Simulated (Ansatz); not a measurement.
## Two structures, one formula

The two ends of one reaction step of AlH₅SeO₃, closed shell (PBE0-D4/def2-TZVP).

A:

```xyz
10
angstrom
Al 0.2217 -0.3309 0.0647
O 0.0602 1.5560 -0.4623
O 0.9862 -0.3957 1.5818
O 1.1346 -0.6217 -1.3595
H -0.8724 1.7062 -0.6766
Se -2.0743 -0.9052 -0.0826
H 0.5646 1.5899 -1.2896
H 0.5575 -0.7296 2.3660
H 1.7520 -1.3428 -1.4556
H -2.3300 -0.5261 1.3136
```

B:

```
atom    x (Å)    y (Å)    z (Å)
 Al1   0.6329  -0.0585   0.0284
  O2   0.5577   1.6493   0.0424
  O3   0.9608  -0.8609   1.5018
  O4   1.0133  -0.8284  -1.4497
  H5  -2.3050   0.2128  -1.1485
 Se6  -1.9784  -0.6366   0.0038
  H7   0.8018   2.1503  -0.7337
  H8   1.2368  -0.3698   2.2734
  H9   1.4376  -1.6844  -1.4615
 H10  -2.3574   0.4263   0.9436
```

Program: Ansatz 0.2.0. Basis: def2-TZVPP. Cores are frozen in the correlated methods. Filled d shells of the heavier atoms are correlated. The def2 sets are not built for correlating such inner shells, so the correlated values are less sure here. B3LYP uses VWN-RPA correlation.

**Question.** Which structure is lower at CCSD(T), and by how much? (An estimate is asked for; the value comes from the calculation.)

**Answer.** By the calculation: A, by 8.10 kcal/mol (electronic energy, against the other). By their contacts, A is AlH₅SeO₃ ([OH][Al]([OH])([OH2])[SeH]) and B is AlH₅SeO₃ ([OH][Al]([OH])([OH])[SeH2]).

All methods give the same order:

| method | E(B) − E(A) (kcal/mol) |
| --- | --- |
| SPW92 | 10.75 |
| PBE-D4 | 8.25 |
| BLYP-D4 | 5.43 |
| r2SCAN-D4 | 8.80 |
| B97M-V | 7.61 |
| PBE0-D4 | 9.77 |
| B3LYP-D4 | 6.98 |
| r2SCAN0-D4 | 10.03 |
| BHLYP-D4 | 8.52 |
| CAM-B3LYP-D4 | 7.48 |
| wB97X-V | 8.25 |
| wB97M-V | 8.97 |
| B2PLYP | 7.62 |
| PBE-QIDH | 10.18 |
| RPA on PBE | 6.23 |
| HF | 9.28 |
| MP2 | 8.60 |
| CCSD | 7.98 |
| CCSD(T) | 8.10 |

The T1 diagnostic stays at or below 0.011.

Labels in which every atom is bracketed show which atoms are joined, not bond orders.

For scale, one of the runs: CCSD(T)/def2-TZVPP, 253 basis functions, launched by `ansatz run in.yaml --threads 8 --pin off --events-out ev --progress --plain --max-ram 19148MiB`. Hardware: 8 CPU threads of an Arm Neoverse V2, shared host. Wall time 2.5 min; peak host memory 5.8 GiB.
